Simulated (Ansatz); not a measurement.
One change: `OB(O)[TeH]` becomes `C[Te]B(O)O`.

Ansatz, PBE0-D4/def2-TZVP geometries, multiplicity 1. Each molecule was computed in one conformer, which needn't be the lowest.

Elements past krypton have def2 core potentials.  Spin–orbit coupling is left out; it splits and shifts lone-pair levels of the heavy atoms by tenths of an eV.

```json
{"property": "LUMO energy (B3LYP/def2-TZVPP) / eV", "`OB(O)[TeH]`": "-1.14"}
{"property": "LUMO energy (PBE0/def2-TZVPP) / eV", "`OB(O)[TeH]`": "-0.87"}
{"property": "HOMO–LUMO gap (PBE0/def2-TZVPP) / eV", "`OB(O)[TeH]`": "5.81"}
{"property": "HOMO energy (PBE/def2-TZVPP) / eV", "`OB(O)[TeH]`": "-5.61"}
{"property": "HOMO–LUMO gap (PBE/def2-TZVPP) / eV", "`OB(O)[TeH]`": "3.95"}
{"property": "HOMO energy (B3LYP/def2-TZVPP) / eV", "`OB(O)[TeH]`": "-6.46"}
```

(1) Give the same properties after the change, and the shifts. (An estimate is asked.)

Answers

(1) Ansatz gave: 
```csv
property,`C[Te]B(O)O`,shift
LUMO energy (B3LYP/def2-TZVPP) / eV,-0.75,0.39
LUMO energy (PBE0/def2-TZVPP) / eV,-0.49,0.38
HOMO–LUMO gap (PBE0/def2-TZVPP) / eV,5.56,-0.25
HOMO energy (PBE/def2-TZVPP) / eV,-5.02,0.59
HOMO–LUMO gap (PBE/def2-TZVPP) / eV,3.72,-0.23
HOMO energy (B3LYP/def2-TZVPP) / eV,-5.84,0.62
```

With PBE0 the HOMO rises by 0.63 eV and the LUMO rises by 0.38 eV, so the gap narrows by about 0.25 eV. PBE moves the HOMO by 0.59 eV and ωB97M-V by 0.64 eV. The zero-point energy changes by 79.4 kJ/mol with +9 modes.

B3LYP here is the variant with VWN-RPA as its local correlation; programs differ in this.
